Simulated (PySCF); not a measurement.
## Radial density of Mn⁺ (manganese, charge +1)

LDA, [Ar] 3d5 4s1, high-spin 7S determinant. Calculation: PySCF 2.14, in pcseg-2 (6s4p3d2f1g, 56 functions); the non-relativistic Hamiltonian (point nucleus).

| r (bohr) | 4πr²ρ (e/bohr) | 4πr²(ρα − ρβ) |
| --- | --- | --- |
| 0.00119 | 0.1785 | 0.0001 |
| 0.00201 | 0.4852 | 0.0003 |
| 0.00338 | 1.281 | 0.0007 |
| 0.00569 | 3.231 | 0.0018 |
| 0.00956 | 7.530 | 0.0042 |
| 0.0161 | 15.40 | 0.0082 |
| 0.0271 | 25.36 | 0.0122 |
| 0.0455 | 29.78 | 0.0102 |
| 0.0766 | 24.37 | 0.0082 |
| 0.129 | 26.36 | 0.0781 |
| 0.217 | 32.42 | 0.4445 |
| 0.364 | 15.58 | 1.7825 |
| 0.613 | 13.83 | 3.9695 |
| 1.03 | 10.80 | 3.5159 |
| 1.73 | 2.476 | 1.6321 |
| 2.92 | 0.5809 | 0.5701 |
| 4.91 | 0.04994 | 0.0499 |
| 8.25 | 0.0005727 | 0.0006 |
